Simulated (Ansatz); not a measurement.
Ideal-gas functions of `S[SiH](Cl)CCl` at 500 K and 1 bar, from an Ansatz frequency run at PBE0-D4/def2-TZVP.

Molar mass 147.1 g/mol, point group C1 (symmetry number 1), electronic degeneracy 1, moments of inertia 191.947, 436.994, 598.635 u Å². Harmonic wavenumbers (cm⁻¹, unscaled): 77, 107, 148, 166, 228, 231, 489, 571, 674, 684, 725, 783, 801, 855, 1113, 1188, 1423, 2259, 2692, 3093, 3163.

Use S(trans) = R[1.5 ln M + 2.5 ln T − 1.1517]; rotational temperatures θ = 24.2544 K / I; S(rot) = R[ln(√π/σ · √(T³/θAθBθC)) + 1.5]; for each mode x = 1.438777 ν̃/T, S = R[x/(eˣ − 1) − ln(1 − e⁻ˣ)] and H = RT x/(eˣ − 1); 1 cm⁻¹ = 0.0119627 kJ/mol; R = 8.31446 J/(mol·K).

Q: By hand: the entropy, in J/(mol·K).

A: Translation 181.8. Rotation: θ = 0.1264, 0.0555, 0.0405 K, giving 128.7. Vibration, mode by mode: 20.86, 18.14, 15.47, 14.54, 11.97, 11.86, 6.13, 5.06, 4.00, 3.91, 3.56, 3.12, 3.00, 2.65, 1.47, 1.24, 0.72, 0.09, 0.03, 0.01, 0.01, in all 127.8. Electronic 0.0. Sum 438.3 J/(mol·K).

Q: By hand: H − E and G − E in kJ/mol, counted from the electronic energy.

A: Zero-point energy ½ × 21470 × 0.0119627 = 128.4; thermal vibration 31.7; translation, rotation and pV give 4 RT = 16.6. H − E = 176.7 kJ/mol, and G − E = 176.7 − 500 × 438.3/1000 = -42.4 kJ/mol.

Vibration gives 29 % of the entropy, 54.5 J/(mol·K) of it from the modes under 150 cm⁻¹: soft modes count most, and the harmonic formula is weakest for them. The sum counts one conformer and one mirror image; others add a mixing term.
